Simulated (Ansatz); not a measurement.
`C[N]([GeH3])[SiH2]F` + `C=N` → `C=N[SiH2]F` + `C[NH][GeH3]` at 700 K and 1 bar (ligand exchange at the Si–N bond).

Calculated with Ansatz (gas phase, PBE0-D4/def2-TZVP geometries, no zero-point term in ΔE). CCSD(T)/CBS adds triple-zeta CCSD(T) − MP2 to the extrapolated MP2 energy (def2 sets, frozen cores). This one scheme is used for every species. For Ge outer-core shells are correlated without core-valence functions, which leaves a few kJ/mol of doubt a bond. Scalar relativity is left out up to krypton. One conformer a species, not always the lowest.

| species | CCSD(T)/CBS energy (Eh) | H − E (kJ/mol) | S (J/(mol·K)) |
| --- | --- | --- | --- |
| `C[N]([GeH3])[SiH2]F` | -2562.63827 | 326.1 | 525.5 |
| `C=N` | -94.52360 | 135.6 | 268.6 |
| `C=N[SiH2]F` | -484.08456 | 192.5 | 390.9 |
| `C[NH][GeH3]` | -2173.06430 | 268.1 | 408.1 |

H − E and S are ideal-gas, rigid-rotor, harmonic terms from PBE0-D4/def2-TZVP, for one conformer and one mirror image of each species. 1 Eh = 2625.50 kJ/mol, R = 8.31446 J/(mol·K).

**Question.** By hand: ΔE, ΔH, ΔS and ΔG.

**Answer.** ΔE = (-484.08456) + (-2173.06430) − (-2562.63827) − (-94.52360) = 0.01301 Eh = 34.2 kJ/mol. Δ(H − E) = 192.5 + 268.1 − 326.1 − 135.6 = -1.1, so ΔH = 33.1 kJ/mol. ΔS = 390.9 + 408.1 − 525.5 − 268.6 = 4.9 J/(mol·K). ΔG = 33.1 − 700 × (4.9)/1000 = 29.7 kJ/mol.

**Question.** By hand: the equilibrium constant, and the temperature at which ΔG would vanish if ΔH and ΔS stayed fixed.

**Answer.** log₁₀ K = −ΔG/(RT ln 10) = -2.2. ΔG = 0 at ΔH/ΔS = 6755 K, far beyond where these terms or the molecules hold.

The number of gas molecules stays the same, so ΔS is small and ΔH decides. A doubt of 5 kJ/mol in ΔE shifts log₁₀ K by 0.4 here. Other conformers and mirror images would add mixing entropy, several J/(mol·K) or more a flexible species. Modes under 60 cm⁻¹, often nearly free rotors, make the harmonic entropy too high. These are equilibria of isolated gas molecules and say nothing of rates. Largest T1 diagnostic: 0.013 (customary marks: 0.02 for closed shells, 0.045 for open ones).
